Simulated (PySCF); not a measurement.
Computed shifts of a molecule C3H4FNSi, PBE/pcSseg-1 run with PySCF, GIAO, gas phase, atoms alike by connectivity averaged where their shifts nearly agree, in ppm (number of nuclei): ¹⁹F: -220.8 (1). ²⁹Si: 11.0 (1). ¹³C: 184.4 (1), 155.1 (1), 146.7 (1). ¹⁵N: 373.6 (1). ¹H: 9.00 (1), 7.26 (1), 6.95 (1), 5.82 (1). References: ¹⁹F against CFCl3 (σ = 133.6 ppm); ²⁹Si against TMS (σ = 335.4 ppm); ¹³C against TMS (σ = 182.0 ppm); ¹⁵N against NH3 (σ = 267.0 ppm); ¹H against TMS (σ = 31.49 ppm), references at their B3LYP-D3(BJ)/def2-TZVP geometries, non-relativistic. Geometry optimised at ωB97X-D3(BJ)/def2-SVP. Other conformers were not sampled.

Q: Which molecule gave these data?
A) C#C/C=N/[SiH2]F
B) F[Si@H]1C=CC=N1
C) F[Si@@H]1C=CN=C1
D) N#C/C=C(\F)[SiH3]

A: B, F[Si@H]1C=CC=N1
